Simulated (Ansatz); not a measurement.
Cartesian coordinates in Å:
```
C 1.9802 0.6680 -0.5248
O 1.9593 -0.6335 0.0167
In 0.2701 -1.4547 0.5835
O 0.0989 -3.2421 1.3675
O -1.4161 -0.4398 0.3591
Si -1.9024 1.0100 -0.1975
H 1.3611 0.7655 -1.4255
H 3.0133 0.8945 -0.8056
H 1.6539 1.4303 0.1935
H -0.8213 -3.4392 1.5651
H -1.2468 2.1290 0.5409
H -3.3749 1.1328 -0.0291
H -1.5754 1.1791 -1.6438
```

Total charge 0; spin multiplicity 1. In: def2 effective core potential.

(1) List the PBE/def2-TZVPP orbital energies in eV (Ansatz). (Estimate.)

## Answers

(1) Ansatz gave: Occupied: -1779.73, -510.42, -510.37, -509.96, -270.12, -137.40, -122.43, -94.16, -94.12, -94.12, -80.22, -79.93, -79.88, -24.87, -24.52, -23.84, -19.41, -19.32, -19.31, -19.23, -19.00, -16.31, -12.98, -12.10, -11.22, -10.82, -10.45, -10.21, -8.95, -8.93, -8.14, -7.56, -7.49, -7.00, -6.75, -6.47. Lowest empty: -3.06, -1.52, -0.44, -0.10, 0.76, 0.86, 1.03, 1.25.
